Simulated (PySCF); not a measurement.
# How methods differ on the ionisation energy of Xe⁴²⁺

Xe⁴²⁺ [Ne] 3s2 (1S) → Xe⁴³⁺ [Ne] 3s1 (2S), as a difference of total energies. Calculation: PySCF 2.14, in an uncontracted even-tempered set (18 s from 8.4 bohr⁻², ratio 2.5; 12 p from 11 bohr⁻², ratio 2.5; 4 d from 40 bohr⁻², ratio 2.7; 4 f from 60 bohr⁻², ratio 2.7); scalar relativity by spin-free X2C-1e. Correlated levels: outer shells: 1s2 frozen; virtual orbitals above 40 to 60 times the deepest correlated orbital energy dropped. The calculations carry no spin-orbit coupling.

```json
{"method": "UHF", "ionisation energy (eV)": "3243.1"}
{"method": "MP2 (outer shells)", "ionisation energy (eV)": "3246.5"}
{"method": "SCS-MP2 (outer shells)", "ionisation energy (eV)": "3247.0"}
{"method": "CCSD (outer shells)", "ionisation energy (eV)": "3247.2"}
{"method": "CCSD(T) (outer shells)", "ionisation energy (eV)": "3247.2"}
```

Q: How much does correlation contribute at CCSD(T) (outer shells)?

A: 3247.2 − (3243.1) = 4.1 eV, measured against UHF.

Breit and QED terms and the two-electron picture change are absent.

For comparison: 3243 ± 4 eV (theoretical estimate listed by NIST; NIST Atomic Spectra Database, ionization energies).
